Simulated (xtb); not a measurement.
xtb input for C2H9NSn, SMILES C[CH2][SnH2][NH2], GFN2-xTB. 

```
$ xtb mol.xyz --gfn 2 --sp --chrg 0 --uhf 0 --json
$ cat mol.xyz
13

Sn     0.39555001    -0.32913785     0.25096614
N      1.41716303     1.13083276    -0.70836360
C     -1.63084228    -0.28865720    -0.53282465
C     -2.30675443     1.06119434    -0.40067185
H      1.25324380    -1.71856238    -0.14009316
H      0.46413516    -0.19842022     1.95225915
H      1.04518602     2.06397278    -0.59505734
H      2.40323865     1.18191160    -0.49499937
H     -1.57260657    -0.57657100    -1.58079565
H     -2.21132189    -1.05031533    -0.01620174
H     -2.37058700     1.37093907     0.64031673
H     -3.31897376     1.00951244    -0.79944086
H     -1.76437580     1.82337363    -0.95477090
```

Output:

```
[banner left out]
          |                Calculation Setup                |
           -------------------------------------------------



           -------------------------------------------------
          |                 G F N 2 - x T B                 |
           -------------------------------------------------

        Reference                      10.1021/acs.jctc.8b01176
      * Hamiltonian:
        H0-scaling (s, p, d)           1.850000    2.230000    2.230000
        zeta-weighting                 0.500000
      * Dispersion:
        s8                             2.700000
        a1                             0.520000
        a2                             5.000000
        s9                             5.000000
      * Repulsion:
        kExp                           1.500000    1.000000
        rExp                           1.000000
      * Coulomb:
        alpha                          2.000000
        third order                    shell-resolved
        anisotropic                    true
        a3                             3.000000
        a5                             4.000000
        cn-shift                       1.200000
        cn-exp                         4.000000
        max-rad                        5.000000


          ...................................................
          :                      SETUP                      :
          :.................................................:
          :  # basis functions                  31          :
          :  # atomic orbitals                  30          :
          :  # shells                           18          :
          :  # electrons                        26          :
          :  max. iterations                   250          :
          :  Hamiltonian                  GFN2-xTB          :
          :  restarted?                      false          :
          :  GBSA solvation                  false          :
          :  PC potential                    false          :
          :  electronic temp.          300.0000000     K    :
          :  accuracy                    1.0000000          :
          :  -> integral cutoff          0.2500000E+02      :
          :  -> integral neglect         0.1000000E-07      :
          :  -> SCF convergence          0.1000000E-05 Eh   :
          :  -> wf. convergence          0.1000000E-03 e    :
          :  Broyden damping             0.4000000          :
          :  net charge                          0          :
          :  unpaired electrons                  0          :
          ...................................................

 iter      E             dE          RMSdq      gap      omega  full diag
   1    -13.3048674 -0.133049E+02  0.850E+00    3.90       0.0  T
   2    -13.1532166  0.151651E+00  0.168E+01    5.94       1.0  T
   3    -13.7726892 -0.619473E+00  0.109E+01    5.75       1.0  T
   4    -13.8844960 -0.111807E+00  0.686E+00    5.13       1.0  T
   5    -13.9878171 -0.103321E+00  0.118E+00    4.76       1.0  T
   6    -13.9872876  0.529536E-03  0.106E+00    4.87       1.0  T
   7    -13.9887182 -0.143062E-02  0.625E-01    4.95       1.0  T
   8    -13.9892621 -0.543895E-03  0.150E-01    5.01       1.0  T
   9    -13.9893188 -0.567131E-04  0.171E-02    5.03       1.6  T
  10    -13.9893192 -0.368671E-06  0.103E-02    5.03       2.7  T
  11    -13.9893193 -0.101561E-06  0.725E-03    5.03       3.8  T
  12    -13.9893193 -0.624613E-07  0.244E-03    5.03      11.4  T
  13    -13.9893194 -0.101337E-07  0.133E-03    5.03      20.9  T
  14    -13.9893194 -0.207911E-08  0.167E-04    5.03     166.3  T
  15    -13.9893194 -0.165290E-10  0.959E-05    5.03     289.1  T

   *** convergence criteria satisfied after 15 iterations ***

         #    Occupation            Energy/Eh            Energy/eV
      -------------------------------------------------------------
         1        2.0000           -0.7729636             -21.0334
       ...           ...                  ...                  ...
         7        2.0000           -0.4907919             -13.3551
         8        2.0000           -0.4702119             -12.7951
         9        2.0000           -0.4589239             -12.4880
        10        2.0000           -0.4449412             -12.1075
        11        2.0000           -0.4332175             -11.7884
        12        2.0000           -0.4068070             -11.0698
        13        2.0000           -0.3817100             -10.3869 (HOMO)
        14                         -0.1967526              -5.3539 (LUMO)
        15                         -0.1204997              -3.2790
        16                         -0.1074941              -2.9251
        17                         -0.0923100              -2.5119
        18                         -0.0392262              -1.0674
       ...                                ...                  ...
        30                          0.6997947              19.0424
      -------------------------------------------------------------
                  HL-Gap            0.1849574 Eh            5.0329 eV
             Fermi-level           -0.2892313 Eh           -7.8704 eV

 SCC (total)                   0 d,  0 h,  0 min,  0.008 sec
 SCC setup                      ...        0 min,  0.000 sec (  1.321%)
 Dispersion                     ...        0 min,  0.000 sec (  0.842%)
 classical contributions        ...        0 min,  0.000 sec (  0.326%)
 integral evaluation            ...        0 min,  0.001 sec ( 13.814%)
 iterations                     ...        0 min,  0.004 sec ( 53.688%)
 molecular gradient             ...        0 min,  0.002 sec ( 28.880%)
 printout                       ...        0 min,  0.000 sec (  1.011%)

         :::::::::::::::::::::::::::::::::::::::::::::::::::::
         ::                     SUMMARY                     ::
         :::::::::::::::::::::::::::::::::::::::::::::::::::::
         :: total energy             -13.837411870910 Eh    ::
         :: gradient norm              0.000083535998 Eh/a0 ::
         :: HOMO-LUMO gap              5.032947033262 eV    ::
         ::.................................................::
         :: SCC energy               -13.989302906822 Eh    ::
         :: -> isotropic ES            0.015762308356 Eh    ::
         :: -> anisotropic ES          0.003774004928 Eh    ::
         :: -> anisotropic XC          0.008802697696 Eh    ::
         :: -> dispersion             -0.006925327309 Eh    ::
         :: repulsion energy           0.151891035912 Eh    ::
         :: add. restraining           0.000000000000 Eh    ::
         :: total charge               0.000000000000 e     ::
         :::::::::::::::::::::::::::::::::::::::::::::::::::::

           -------------------------------------------------
          |                Property Printout                |
           -------------------------------------------------

    * Orbital Energies and Occupations

         #    Occupation            Energy/Eh            Energy/eV
      -------------------------------------------------------------
         1        2.0000           -0.7729636             -21.0334
         2        2.0000           -0.6133621             -16.6904
         3        2.0000           -0.5803632             -15.7925
         4        2.0000           -0.5664193             -15.4131
         5        2.0000           -0.5078081             -13.8182
         6        2.0000           -0.5021777             -13.6650
         7        2.0000           -0.4907919             -13.3551
         8        2.0000           -0.4702119             -12.7951
         9        2.0000           -0.4589239             -12.4880
        10        2.0000           -0.4449412             -12.1075
        11        2.0000           -0.4332175             -11.7884
        12        2.0000           -0.4068070             -11.0698
        13        2.0000           -0.3817100             -10.3869 (HOMO)
        14                         -0.1967526              -5.3539 (LUMO)
        15                         -0.1204997              -3.2790
        16                         -0.1074941              -2.9251
        17                         -0.0923100              -2.5119
        18                         -0.0392262              -1.0674
        19                         -0.0117187              -0.3189
        20                          0.0835696               2.2740
        21                          0.1493544               4.0641
        22                          0.1529694               4.1625
        23                          0.1733630               4.7174
        24                          0.2026919               5.5155
       ...                                ...                  ...
        30                          0.6997947              19.0424
      -------------------------------------------------------------
                  HL-Gap            0.1849574 Eh            5.0329 eV
             Fermi-level           -0.2892313 Eh           -7.8704 eV

     #   Z          covCN         q      C6AA      α(0)
     1  50 Sn       3.609     0.141   328.419    33.088
     2   7 N        2.545    -0.377    29.775     8.104
     3   6 C        3.702    -0.076    22.118     6.725
     4   6 C        3.791    -0.092    22.266     6.720
     5   1 H        0.931    -0.015     3.335     2.856
     6   1 H        0.925    -0.021     3.453     2.906
     7   1 H        0.865     0.148     1.417     1.865
     8   1 H        0.865     0.145     1.435     1.876
     9   1 H        0.926     0.034     2.534     2.489
    10   1 H        0.926     0.022     2.703     2.571
    11   1 H        0.925     0.029     2.607     2.525
    12   1 H        0.925     0.031     2.567     2.505
    13   1 H        0.925     0.032     2.552     2.498

 Mol. C6AA /au·bohr⁶  :       2200.030963
 Mol. C8AA /au·bohr⁸  :     106877.171937
 Mol. α(0) /au        :         76.727657


Wiberg/Mayer (AO) data.
largest (>0.10) Wiberg bond orders for each atom

 ---------------------------------------------------------------------------
     #   Z sym  total        # sym  WBO       # sym  WBO       # sym  WBO
 ---------------------------------------------------------------------------
     1  50 Sn   3.075 --     2 N    0.973     5 H    0.729     6 H    0.707
                             3 C    0.668
     2   7 N    3.165 --     1 Sn   0.973     8 H    0.967     7 H    0.964
     3   6 C    3.992 --     4 C    1.045    10 H    0.987     9 H    0.982
                             1 Sn   0.668     6 H    0.112     5 H    0.102
     4   6 C    3.997 --     3 C    1.045    13 H    0.993    11 H    0.992
                            12 H    0.979
     5   1 H    0.994 --     1 Sn   0.729     3 C    0.102
     6   1 H    1.000 --     1 Sn   0.707     3 C    0.112
     7   1 H    0.978 --     2 N    0.964
     8   1 H    0.979 --     2 N    0.967
     9   1 H    0.999 --     3 C    0.982
    10   1 H    1.000 --     3 C    0.987
    11   1 H    0.999 --     4 C    0.992
    12   1 H    0.994 --     4 C    0.979
    13   1 H    0.999 --     4 C    0.993
 ---------------------------------------------------------------------------

Topologies differ in total number of bonds
Writing topology from bond orders to xtbtopo.mol

molecular dipole:
                 x           y           z       tot (Debye)
 q only:        0.001       0.085       0.170
   full:       -0.445       0.425       0.135       1.602
molecular quadrupole (traceless):
                xx          xy          yy          xz          yz          zz
 q only:        0.551       0.593       1.068       0.749       0.165      -1.618
  q+dip:        0.681       2.187       1.581       0.948       1.202      -2.262
   full:        2.733       2.194       1.679       1.842       1.205      -4.412
Note: The following floating-point exceptions are signalling: IEEE_UNDERFLOW_FLAG IEEE_DENORMAL
normal termination of xtb


           -------------------------------------------------
          | TOTAL ENERGY              -13.837411870910 Eh   |
          | GRADIENT NORM               0.000083535998 Eh/α |
          | HOMO-LUMO GAP               5.032947033262 eV   |
           -------------------------------------------------

------------------------------------------------------------------------
------------------------------------------------------------------------
 total:
 SCF:
```

Self-consistency was reached.
